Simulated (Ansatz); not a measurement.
Total energies of [(Cl)3Ti]2S (Ti₂SCl₆) from Ansatz at PBE0-D4/def2-TZVPD, gas phase (1 Eh = 27.2114 eV = 2625.5 kJ/mol). The reference geometry is relaxed at r2SCAN-D4/def2-SVP.

```
                 state   geometry  energy (Eh)
      charge 0 singlet  reference  -4857.50275
     charge -1 doublet  reference  -4857.61412
free Ti atom (triplet)          –   -849.14320
free Cl atom (doublet)          –   -459.99797
 free S atom (triplet)          –   -397.97420
```

Q: Work out the vertical electron affinity, to the doublet.

A: E(charge 0 singlet) − E(charge -1 doublet) = -4857.50275 − (-4857.61412) = 0.11137 Eh = 3.03 eV.

Q: What is the binding energy per atom against free atoms?

A: Atoms: 2 × (-849.14320) + 6 × (-459.99797) + 1 × (-397.97420) = -4856.24842 Eh. Binding: -4856.24842 − (-4857.50275) = 1.25433 Eh = 34.13 eV, or 3.79 eV for each of 9 atoms (no zero-point energy, no counterpoise term).
